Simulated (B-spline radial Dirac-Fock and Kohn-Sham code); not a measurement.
Model: relaxed Dirac-Fock hole states (ΔSCF) with Breit and QED corrections and a finite nucleus. Program: a radial atomic solver. Free neutral atoms up to Cf, the lines Kα1, Kβ1, Lα1, Lβ1, Lβ2, Lγ1, Lℓ and Mα1 where both subshells are closed (so no Lα of most 3d metals and no Mα of most lanthanides); Na, Y were not searched.

Problem. Ir Lα1 is computed at 9174.2 eV. Which of the searched lines of other elements lie within 95 eV and could overlap it in an energy-dispersive spectrum?

Solution. Pb Lℓ at 9176.8 eV (+3); Ga Kα1 at 9250.9 eV (+77); Er Lγ1 at 9079.6 eV (-95).
